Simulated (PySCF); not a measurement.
Basis-set dependence of GeH at CCSD(T)

PySCF, UHF reference; doublet, unpaired electrons π ↑; De to Ge + H without counterpoise correction. Frozen cores follow the default of each basis and core potential.

```tsv
basis	relativity	functions	Re (Å)	ωe (cm⁻¹)	De (eV)	frozen orbitals
cc-pVDZ-PP/cc-pVDZ	scalar-relativistic core potentials	28	1.603	1882	2.69	4
aug-cc-pVDZ-PP/aug-cc-pVDZ	scalar-relativistic core potentials	41	1.603	1862	2.76	4
def2-SVPD	no relativity	46	1.594	1913	2.78	9
def2-TZVPP	no relativity	62	1.592	1908	2.91	9
def2-TZVPPD	no relativity	71	1.591	1907	2.93	9
```

Question: How does each smaller set differ from the one with most functions, def2-TZVPPD?

Answer: cc-pVDZ-PP/cc-pVDZ: +1.2 pm, -1.3 % in ωe, -0.24 eV in De; aug-cc-pVDZ-PP/aug-cc-pVDZ: +1.2 pm, -2.4 % in ωe, -0.17 eV in De; def2-SVPD: +0.3 pm, +0.3 % in ωe, -0.15 eV in De; def2-TZVPP: +0.1 pm, +0.1 % in ωe, -0.02 eV in De. All at CCSD(T); the set with most functions is neither the basis-set limit nor always the best. The rows treat relativity differently, so the differences are not basis effects alone.

Correlated steps freeze the inner cores (4 to 9 orbitals); shallow outer-core shells are correlated. Correlated levels converge slowly with the basis: in double zeta they bind strong bonds too weakly, by up to about 1 eV, and carry superposition errors of some tenths. Spin–orbit coupling is left out. The state is the lowest determinant that a PBE0 search found; another state may lie lower at other levels.
